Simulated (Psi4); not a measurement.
Pair of molecules: HF (SMILES F) (first 2 atoms) with HCl (SMILES Cl); geometry from B3LYP-D3(BJ)/def2-TZVP, rigid monomers moved along the line of their centres of mass till H2···Cl3 is 2.63 Å.
(charge 0, multiplicity 1):
```xyz
4

F     -0.01249    -0.08389    -0.13914
H      0.15444     0.13382     0.75091
Cl    -0.03169     0.54000     3.34570
H     -1.24635     0.12259     3.32688
```

These are Psi4 1.11 with SAPT0/jun-cc-pV(D+d)Z values and carry that method's errors.

Problem. Give the four SAPT terms and the total, and say what mostly holds the pair together.

Solution. electrostatics -2.40, exchange 1.51, induction -0.82, dispersion -0.49, total -2.21 kcal/mol; the largest attraction is electrostatics.
